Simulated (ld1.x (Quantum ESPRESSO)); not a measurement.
An all-electron radial function and its pseudo partner (N)

Columns: radius, all-electron u(r) and pseudo u(r) of the 2p shell (level -7.04 eV) of nitrogen in the configuration [He] 2s2 2p3; revPBE, scalar-relativistic, PAW scheme, ld1.x (Quantum ESPRESSO) 7.5.

```tsv
r (bohr)	all-electron	pseudo
0.110	0.0849	0.0110
0.220	0.2424	0.0432
0.330	0.3996	0.0941
0.440	0.5313	0.1601
0.550	0.6327	0.2363
0.660	0.7054	0.3175
0.770	0.7515	0.3982
0.880	0.7753	0.4731
0.990	0.7812	0.5381
1.100	0.7736	0.5897
1.210	0.7561	0.6259
1.320	0.7316	0.6463
1.430	0.7023	0.6513
1.540	0.6699	0.6430
1.650	0.6359	0.6239
1.760	0.6012	0.5971
1.870	0.5665	0.5657
1.980	0.5323	0.5323
2.090	0.4991	0.4991
2.200	0.4671	0.4671
2.310	0.4365	0.4365
2.420	0.4074	0.4074
2.530	0.3799	0.3799
2.640	0.3540	0.3540
2.750	0.3296	0.3296
2.860	0.3068	0.3068
```

Question: How many radial nodes do the two functions have?

Answer: The all-electron 2p function has n − l − 1 = 0; the pseudo-wave has 0.

Question: At about which radius was the pseudo-wave matched?

Answer: 2.20 bohr. The columns agree to 0.0005 from 1.98 bohr on; several derivatives are matched, so the curves merge somewhat inside the radius.

Question: Where does each function peak?

Answer: Outermost all-electron maximum near 0.99 bohr, pseudo maximum near 1.43 bohr (to the table’s step).

Question: Is the pseudo-wave norm-conserving?

Answer: No, it belongs to a PAW set: the norm inside the radius is not constrained, and the difference is carried by the augmentation charge.
